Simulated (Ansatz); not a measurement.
Several settings on one geometry of the cluster CdO₂ (the lowest singlet isomer of a short search) (that of the charge 0 singlet, r2SCAN-D4/def2-TZVP). Ansatz on 4 threads of Arm Neoverse V1 on a shared host; times are rough.

```xyz
3

Cd    1.617    0.710    0.341
O    -1.287   -0.204   -0.552
O    -0.330   -0.505    0.211
```

Totals from different functionals, basis sets or treatments of relativity can't be compared as stabilities.

In the def2 sets Cd takes a core potential; there is no spin–orbit coupling. B3LYP takes the VWN-RPA correlation.

At r2SCAN-D4/def2-TZVP a triplet lies 1.49 eV below the restricted singlet of charge 0, at its own geometry.

Give the basis size and estimate the energy, ⟨S²⟩ and time of these runs.

```json
{"run": "1", "method": "RKS ωB97M-V/def2-SVPD", "charge": "0", "state": "singlet", "further keys": "scf: {omitted_lower_state_checks: [starts]}"}
{"run": "2", "method": "RKS r2SCANh-D3(BJ)-ATM/def2-SVPD", "charge": "0", "state": "singlet", "further keys": "fitting: {mean_field: def2-universal-jkfit}; scf: {lower_state_search: light}; forces asked"}
{"run": "3", "method": "RKS B3LYP-D4/def2-SVP", "charge": "0", "state": "singlet", "further keys": "scf: {omitted_lower_state_checks: [starts]}"}
```


| run | functions | energy (Eh) | ⟨S²⟩ | wall time |
| --- | --- | --- | --- | --- |
| 1 | 80 | -317.7857 | – | 6.5 s |
| 2 | 80 | -317.8573 | – | 3.3 s |
| 3 | 59 | -317.9550 | – | 0.75 s |

The restricted singlet is unstable towards broken spin symmetry at other levels; at RKS ωB97M-V/def2-SVPD, RKS r2SCANh-D3(BJ)-ATM/def2-SVPD, RKS B3LYP-D4/def2-SVP this wasn't settled.
